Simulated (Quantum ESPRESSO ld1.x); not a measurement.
Question: Nb3+, configuration [Kr] 4d2 (the NIST ground configuration). Method: Dirac Kohn-Sham, PBEsol, spin-unpolarised, spherical densities, point nucleus; open shells are shared between the two j in proportion to 2j + 1; computed with ld1.x of Quantum ESPRESSO 7.5. Some entries of the table are withheld. Estimate them.

| orbital | occ. | eigenvalue (eV) | r(max) (bohr) | <r^2> (bohr^2) |
|---|---|---|---|---|
| 1s1/2 | 2 | -18819.2 | 0.02350 | 0.001759 |
| 2s1/2 | 2 | -2659.14 | 0.1334 | (1) |
| 2p1/2 | 2 | -2443.34 | 0.1039 | 0.02225 |
| 2p3/2 | 4 | -2347.66 | 0.1076 | 0.02363 |
| 3s1/2 | 2 | (2) | 0.3959 | 0.2254 |
| 3p1/2 | 2 | -388.286 | 0.3833 | 0.2245 |
| 3p3/2 | 4 | -372.774 | 0.3926 | 0.2351 |
| 3d3/2 | 4 | -229.254 | (3) | 0.2240 |
| 3d5/2 | 6 | -226.364 | (4) | 0.2276 |
| 4s1/2 | 2 | -88.8420 | 1.028 | 1.488 |
| 4p1/2 | 2 | -66.0702 | (5) | 1.794 |
| 4p3/2 | 4 | -63.8662 | (6) | 1.874 |
| 4d3/2 | 0.8 | -30.6988 | 1.392 | 3.395 |
| 4d5/2 | 1.2 | -30.4633 | 1.402 | 3.441 |

Answer: 
(1) 2s1/2 <r^2> (bohr^2): 0.02941
(2) 3s1/2 eigenvalue (eV): -469.507
(3) 3d3/2 r(max) (bohr): 0.3327
(4) 3d5/2 r(max) (bohr): 0.3354
(5) 4p1/2 r(max) (bohr): 1.099
(6) 4p3/2 r(max) (bohr): 1.124
